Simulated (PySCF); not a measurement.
A GIAO shielding run with PySCF 2.14 (density fitting, non-relativistic, gas phase) on `Cl[Si]1(O[SiH3])CCCC1`, C$_{4}$H$_{11}$ClOSi$_{2}$:

```
$ OMP_NUM_THREADS=1 python probes_run.py task.json out

{"job": {"kind": "nmr", "xc": "HF", "basis": "pcSseg-1", "pop": false}, "charge": 0, "multiplicity": 1}
Si     3.854332     2.561619     2.067941
O      2.285941     2.819072     1.565132
Si     1.216496     4.054282     1.323300
Cl     2.264076     5.820793     1.684450
C      0.395439     4.068994    -0.363940
C     -1.061225     3.697351    -0.032479
C     -1.435943     4.300069     1.329767
C     -0.346047     3.931532     2.349726
H      4.817523     3.191037     1.118010
H      4.064295     3.124266     3.434269
H      4.072283     1.088471     2.096449
H      0.865537     3.391127    -1.091150
H      0.455109     5.088953    -0.778690
H     -1.154687     2.598723     0.027698
H     -1.758433     4.026085    -0.819518
H     -2.434314     3.964850     1.653238
H     -1.491104     5.399032     1.233924
H     -0.357998     4.558502     3.252472
H     -0.455977     2.881572     2.673622
```

Hardware: 1 thread of an Arm Neoverse V2, shared host. The job also computes ring-centre shieldings.

Task: How large is the calculation?

Result: 88 electrons, 212 basis functions and 1170 auxiliary functions.

Task: How long does it take, and how much memory does it need?

Result: 24 s of wall time, with 10 SCF cycles and 6 response iterations; peak memory 1 GiB. Times on a shared host scatter by some tens of per cent.

Task: And these other runs on the same molecule and hardware: GIAO shielding at PBE0/pcSseg-1?

Result: PBE0/pcSseg-1: 212 functions, 57 s.
